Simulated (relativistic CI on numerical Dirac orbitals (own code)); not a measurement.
**Spin-allowed bands of a d2 ion in a tetrahedral site, by hand**

Problem. A d2 ion in a tetrahedral site has a 3A2 ground term and spin-allowed bands at ν1 = 7480 and ν2 = 11811 cm⁻¹ (from a computed ligand-field model). Find Δ and the Racah parameter B, and predict the third band.

Working.
1. The F term splits into A2 (−1.2Δ), T2 (−0.2Δ) and T1 (+0.6Δ), so ν1 = E(T2) − E(A2) = Δ = 7480 cm⁻¹.
2. T1(F) mixes with T1(P), which lies at 15B, through an element 0.4Δ. The two roots, counted from A2, are ν2,3 = ½(15B + 3Δ) ∓ ½√[(15B − Δ)² + 12BΔ].
3. Solving the lower root for B gives B = (2ν1² + ν2² − 3ν1ν2)/(15ν2 − 27ν1) = -13638319/-24795 = 550 cm⁻¹.
4. The sum of the roots is 15B + 3Δ, so ν3 = 15B + 3ν1 − ν2 = 18880 cm⁻¹ (530 nm).

Check. The bands were computed by exact diagonalisation of the d2 shell with B = 550 and Δ = 7480 cm⁻¹, which gives ν3 = 18879 cm⁻¹. C does not enter the terms of highest spin.
